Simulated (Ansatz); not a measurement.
Molecule: HS₂, charge -1, multiplicity 1. 
Geometry from a B3LYP-D3(BJ)/def2-TZVP (Ansatz, a program for electronic structure) optimisation:
```
S
H 1 1.3545
S 1 2.1097 2 102.24
```
Charge -1, spin multiplicity 1.

Basis-set convergence of Hartree-Fock and MP2 correlation energies (hartree) with Ansatz. Correlated levels leave the core frozen unless marked. No spin-orbit coupling. Non-relativistic. This anion needs diffuse functions, which these sets lack.

```tsv
basis	functions	E(HF)	E(corr, MP2)
cc-pV(D+d)Z	51	-795.66213	-0.26438
cc-pV(T+d)Z	92	-795.70029	-0.35836
cc-pV(Q+d)Z	158	-795.71117	-0.39347
cc-pV(5+d)Z	255	…	…
```

Question: What belongs in the gaps?

Answer: 
- cc-pV(5+d)Z, E(HF): -795.71382
- cc-pV(5+d)Z, E(corr, MP2): -0.40832
